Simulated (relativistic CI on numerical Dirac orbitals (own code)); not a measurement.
**Calculated levels, Ge+**

Computed by Dirac-Coulomb-Breit CI, separate exchange-only KLI orbitals for each configuration, model QED, valence Slater integrals scaled by 0.85, P86 correlation estimate, and configurations built on the next ion tied to the tabulated ionisation energy (semi-empirical) (own radial code, finite nucleus).

CI space (outside the closed core [Ar] 3d10): 4s²4p, 4s4p², 4s²5s, 4s²5p, 4s²4d, 4s²6s, 4s²5d, 4s²4f, 4s²5f, 4p³, 4s4p4d, 4s²6p, 4s4p4f, 4s²6d, 4s²5g, 4s²6f, 4s4p5s, 4p4d². Levels of other configurations are missing.

The lowest level is 4s²4p ²P°1/2, with 97 % of that term; Hund's rules for 4s²4p give ²P° with J = 1/2, in agreement.

| No. | Configuration | Term | J | E (cm⁻¹) | % | Next component (%) | jj configuration (%) |
| --- | --- | --- | --- | --- | --- | --- | --- |
| 1 | 4s²4p | ²P° | 1/2 | 0.0 | 97 | 2 4p³ ²P° | 4p1/2 (97) |
| 2 | 4s²4p | ²P° | 3/2 | 1630.9 | 97 | 2 4p³ ²P° | 4p3/2 (97) |
| 3 | 4s4p²(3P)‡ | ⁴P | 1/2 | 48672.8 | 100 |  | 4s 4p1/2^2 (47) |
| 4 | 4s4p²(3P)‡ | ⁴P | 3/2 | 49341.9 | 100 |  | 4s 4p1/2 4p3/2 (90) |
| 5 | 4s4p²(3P)‡ | ⁴P | 5/2 | 50377.7 | 100 |  | 4s 4p3/2^2 (63) |
| 6 | 4s²5s | ²S | 1/2 | 63205.3 | 100 |  | 5s (100) |
| 7 | 4s4p²(1D)‡ | ²D | 3/2 | 64742.8 | 58 | 40 4s²4d ²D | 4d3/2 (40) |
| 8 | 4s4p²(1D)‡ | ²D | 5/2 | 64886.4 | 57 | 41 4s²4d ²D | 4d5/2 (41) |
| 9 | 4s²5p | ²P° | 1/2 | 78872.4 | 99 | 1 4s4p5s ²P° | 5p1/2 (99) |
| 10 | 4s²5p | ²P° | 3/2 | 79220.0 | 99 | 1 4s4p5s ²P° | 5p3/2 (99) |
| 11 | 4s²4d | ²D | 3/2 | 82388.9 | 59 | 36 4s4p² ²D | 4d3/2 (59) |
| 12 | 4s²4d | ²D | 5/2 | 82576.7 | 58 | 37 4s4p² ²D | 4d5/2 (58) |
| 13 | 4s4p²(1S)‡ | ²S | 1/2 | 85977.9 | 99 | 1 ²P | 4s 4p3/2^2 (64) |
| 14 | 4s²6s | ²S | 1/2 | 95349.9 | 95 | 5 4s4p² ²P | 6s (95) |
| 15 | 4s4p²(3P)‡ | ²P | 1/2 | 96103.2 | 95 | 4 4s²6s ²S | 4s 4p1/2 4p3/2 (63) |
| 16 | 4s4p²(3P)‡ | ²P | 3/2 | 97121.9 | 100 |  | 4s 4p3/2^2 (58) |
| 17 | 4s²4f | ²F° | 7/2 | 100659.6 | 99 | 1 4s4p4d ²F° | 4f7/2 (99) |
| 18 | 4s²4f | ²F° | 5/2 | 100660.8 | 99 | 1 4s4p4d ²F° | 4f5/2 (99) |
| 19 | 4s²5d | ²D | 3/2 | 100978.0 | 94 | 5 4s4p² ²D | 5d3/2 (94) |
| 20 | 4s²5d | ²D | 5/2 | 101015.1 | 94 | 5 4s4p² ²D | 5d5/2 (94) |
| 21 | 4s²6p | ²P° | 1/2 | 101517.7 | 99 | 1 4s4p5s ²P° | 6p1/2 (99) |
| 22 | 4s²6p | ²P° | 3/2 | 101656.4 | 99 | 1 4s4p5s ²P° | 6p3/2 (99) |
| 23 | 4s²5f | ²F° | 7/2 | 110699.5 | 99 |  | 5f7/2 (99) |
| 24 | 4s²5f | ²F° | 5/2 | 110700.4 | 99 |  | 5f5/2 (99) |
| 25 | 4s²5g | ²G | 7/2 | 110921.9 | 100 |  | 5g7/2 (100) |
| 26 | 4s²5g | ²G | 9/2 | 110921.9 | 100 |  | 5g9/2 (100) |
| 27 | 4s²6d | ²D | 3/2 | 111164.5 | 98 | 1 4s4p² ²D | 6d3/2 (98) |
| 28 | 4s²6d | ²D | 5/2 | 111183.5 | 98 | 1 4s4p² ²D | 6d5/2 (98) |
| 29 | 4s²6f | ²F° | 7/2 | 116164.7 | 100 |  | 6f7/2 (100) |
| 30 | 4s²6f | ²F° | 5/2 | 116165.4 | 100 |  | 6f5/2 (100) |
| 31 | 4s4p5s‡ | ⁴P° | 1/2 | 119935.2 | 99 |  | 4s 4p1/2 5s (91) |
| 32 | 4s4p5s‡ | ⁴P° | 3/2 | 120624.9 | 99 | 1 ²P° | 4s 4p1/2 5s (62) |
| 33 | 4s4p5s‡ | ⁴P° | 5/2 | 121916.3 | 100 |  | 4s 4p3/2 5s (100) |
| 34 | 4s4p4d‡ | ²D° | 3/2 | 123923.9 | 75 | 23 4p³ ²D° | 4s 4p3/2 4d5/2 (30) |
| 35 | 4s4p4d‡ | ²D° | 5/2 | 124301.5 | 76 | 23 4p³ ²D° | 4s 4p3/2 4d5/2 (28) |
| 36 | 4s4p5s‡ | ²P° | 1/2 | 125239.4 | 94 | 4 4s4p4d ²P° | 4s 4p1/2 5s (72) |
| 37 | 4s4p5s‡ | ²P° | 3/2 | 126608.3 | 92 | 6 4s4p4d ²P° | 4s 4p3/2 5s (85) |
| 38 | 4s4p4d‡ | ⁴F° | 3/2 | 127106.8 | 98 | 1 ²D° | 4s 4p1/2 4d3/2 (71) |
| 39 | 4s4p4d‡ | ⁴F° | 5/2 | 127456.1 | 98 | 1 ⁴D° | 4s 4p1/2 4d5/2 (33) |
| 40 | 4s4p4d‡ | ⁴F° | 7/2 | 128007.1 | 99 | 1 ⁴D° | 4s 4p1/2 4d5/2 (41) |

Energies count from the lowest computed level; ° marks odd parity. Percentages are summed over parent terms; the parents shown are those of the largest component, closed shells are left out there. Filled j subshells are mostly left out of the jj labels. ‡ marks configurations that were not tied to measured data.

The mean weight of the leading LS term, summed over parents, in these 40 levels is 93 %, and that of the leading jj configuration (from the same eigenvectors) 79 %, so LS coupling describes them better.

Configurations that consist of the next ion and one excited electron were tied to the tabulated ionisation energy; Rydberg ones are usually within 1,000 to 3,000 cm⁻¹ and the lowest ones within about 6,000 (9,000 in d shells), while levels on excited terms of the next ion carry the error of that term, and the other configurations can be misplaced by 10,000 cm⁻¹ or more. Rates follow the energies as ν³ (E1, M1) or ν⁵ (E2), so rates, branching and lifetimes can be off by large factors. The fine structure of a lone outer electron comes out too small, for d and f at times inverted, and misplaced configurations move strength between like terms. 19 of the 19 excited levels that our extract of the measured tables holds in this range could be paired (the sources list more); they are missed by 1418 cm⁻¹ on average and 5087 at most, and levels without a partner can miss by more.

LS names give the leading component of a level, which can be under half, so a name can repeat, a term be missing and a line seem to break the LS rules.
